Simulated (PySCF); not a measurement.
## Working out the ionisation energy of Ga

Ga [Ar] 3d10 4s2 4p1 (2P) → Ga⁺ [Ar] 3d10 4s2 (1S). Calculation: PySCF 2.14, in 6-31G*; no relativity, point nucleus. Frozen: [Ar] 3d10. Energies in hartree (1 hartree = 27.21139 eV):

| part | Ga (lower) | Ga⁺ (upper) |
| --- | --- | --- |
| UHF | -1922.943480 | -1922.738789 |
| CCSD correlation | -0.041886 | -0.034843 |
| (T) | -0.000475 | 0.000000 |

Task: What does Hartree-Fock give?

Result: (-1922.738789) − (-1922.943480) = 0.204691 hartree = 5.570 eV.

Task: What do CCSD and CCSD(T) give?

Result: The CCSD correlation energies differ by 0.007043 hartree = 0.192 eV and the triples by 0.000475 hartree = 0.013 eV, so CCSD gives 5.762 eV and CCSD(T) 5.775 eV.

Measured between the centres of the two terms (NIST): 5.931 eV, so CCSD(T) (valence) is off by -0.156 eV.

The calculation is non-relativistic.

What remains against the reference includes basis incompleteness, the frozen core and higher excitations.
